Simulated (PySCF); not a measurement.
A core-ionisation job on `[Se-]CC`.

Method: delta-SCF UKS SCAN, pcX-2 on the ionised atom, pcseg-1 elsewhere, spin-free X2C (PySCF 2.14.0). Geometry: PBE0-D3(BJ)/def2-SVP. A driver script takes a list of jobs; this job's settings line and coordinates (Å) are shown.

Input:
```
{"job": {"kind": "xps"}, "charge": -1, "multiplicity": 1}
C     -0.767055     0.076952    -0.078888
C      0.729332    -0.198800    -0.044012
Se     1.794175     1.381463     0.440494
H     -1.107418     0.438508     0.905818
H     -0.985665     0.882376    -0.799774
H     -1.370149    -0.815892    -0.354268
H      1.047041    -0.577395    -1.034240
H      0.926133    -1.019648     0.671725
```

**Question.** Estimate the output.

**Answer.** 
```
ground state, core basis on atom 0 (C), 111 functions
  cycle   1  E = -2502.56651939  |g| = 5.47e-01
  cycle   2  E = -2502.52867566  |g| = 6.81e-01
  cycle   3  E = -2502.67092916  |g| = 4.01e-02
  cycle   4  E = -2502.67086268  |g| = 4.19e-02
  cycle   5  E = -2502.67136721  |g| = 8.01e-03
  cycle   6  E = -2502.67138352  |g| = 1.90e-03
  cycle   7  E = -2502.67138528  |g| = 6.51e-04
  cycle   8  E = -2502.67138517  |g| = 1.46e-04
  E(ground) = -2502.68241712 Eh
hole in C 1s of atom 0
  cycle   1  E = -2491.60419488  |g| = 1.50e+00
  cycle   2  E = -2486.79056558  |g| = 2.76e+00
  cycle   3  E = -2491.78094393  |g| = 7.19e-01
  cycle   4  E = -2492.12117202  |g| = 2.86e-01
  cycle   5  E = -2492.14593379  |g| = 1.91e-01
  cycle   6  E = -2492.16672116  |g| = 4.80e-02
  cycle   7  E = -2492.16798109  |g| = 6.15e-03
  cycle   8  E = -2492.16800163  |g| = 2.29e-03
  cycle   9  E = -2492.16800749  |g| = 9.92e-04
  cycle  10  E = -2492.16800747  |g| = 4.74e-04
  E(ion) = -2492.17854763 Eh   <S^2> = 0.7693   hole on atom = 1.000   binding energy = 285.825 eV
ground state, core basis on atom 1 (C), 111 functions
  cycle   1  E = -2502.67370552  |g| = 5.87e-02
  cycle   2  E = -2502.67366070  |g| = 2.38e-02
  cycle   3  E = -2502.67369268  |g| = 2.07e-02
  cycle   4  E = -2502.67380347  |g| = 1.67e-03
  cycle   5  E = -2502.67380593  |g| = 5.95e-04
  cycle   6  E = -2502.67380549  |g| = 9.01e-05
  E(ground) = -2502.68449661 Eh
hole in C 1s of atom 1
  cycle   1  E = -2491.60794615  |g| = 1.51e+00
  cycle   2  E = -2490.40678229  |g| = 2.10e+00
  cycle   3  E = -2492.08221101  |g| = 4.50e-01
  cycle   4  E = -2492.16081499  |g| = 2.09e-01
  cycle   5  E = -2492.18848984  |g| = 4.75e-02
  cycle   6  E = -2492.18963099  |g| = 1.33e-02
  cycle   7  E = -2492.18971936  |g| = 5.76e-03
  cycle   8  E = -2492.18974414  |g| = 1.51e-03
  cycle   9  E = -2492.18974564  |g| = 6.50e-04
  cycle  10  E = -2492.18974657  |g| = 2.19e-04
  E(ion) = -2492.20065201 Eh   <S^2> = 0.7734   hole on atom = 1.000   binding energy = 285.280 eV
```

Cycles run on a coarse grid; E(ground) and E(ion) are re-evaluated on a finer one, so they differ from the last cycle. Atoms in this output count from 0.

**Question.** How does the 1s binding energy of C1 follow from the two total energies?

**Answer.** E(ion) − E(ground) = -2492.17854763 − (-2502.68241712) = 10.503869 Eh, times 27.211386 eV gives 285.82 eV.

Summary of the converged run: C1s of C1 285.82 eV; C1s of C2 285.28 eV.

Geometry: PBE0-D3(BJ)/def2-SVP; no solvent, vibrations or thermal averaging. The geometry's basis has no diffuse functions, a weakness for an anion.

**Question.** How long does this job take on an Arm Neoverse V1 with one thread, shared host?

**Answer.** About 6.1 s.
Labels such as C1 count atoms from 1, the log's own numbers from 0.
